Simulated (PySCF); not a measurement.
Vibration and rotation of ZrO

PBE0 constants of ZrO, ³Δ (triplet), unpaired electrons σ ↑, δ ↑ (basis Zr def2-TZVPP with ECP28, O def2-TZVPP; scalar-relativistic core potentials; PySCF 2.14; masses 89.9047 and 15.9949 u):

* ωe: 982.6 cm⁻¹
* ωexe: 3.02 cm⁻¹
* Be: 0.42059 cm⁻¹
* αe: 0.00179 cm⁻¹

(1) What force constant and bond length do these constants imply?

(2) Estimate the centrifugal constant D from the Kratzer relation and find the Dunham coefficient a1.

The measured ground state is X ¹Σ+ (Huber and Herzberg, Constants of Diatomic Molecules (1979)), not the state shown. De is left out where the level can put another filling of the metal’s s and d shells below the measured ground configuration, by anything from nothing to about 1 eV. Spin–orbit coupling is left out, which matters for elements this heavy, above all for dissociation energies. With d or f electrons several states lie close, and the lowest PBE0 determinant need not be the measured ground state.

## Answers

(1) Reduced mass μred = 13.579 u; k = 5.8918×10⁻⁷·μred·ωe² (u, cm⁻¹, mdyn/Å) = 7.72 mdyn/Å; Re = √(16.8576/(μred·Be)) (u, cm⁻¹, Å) = 1.718 Å.

(2) D = 4Be³/ωe² = 3.08e-07 cm⁻¹; a1 = −1 − αeωe/(6Be²) = -2.66.
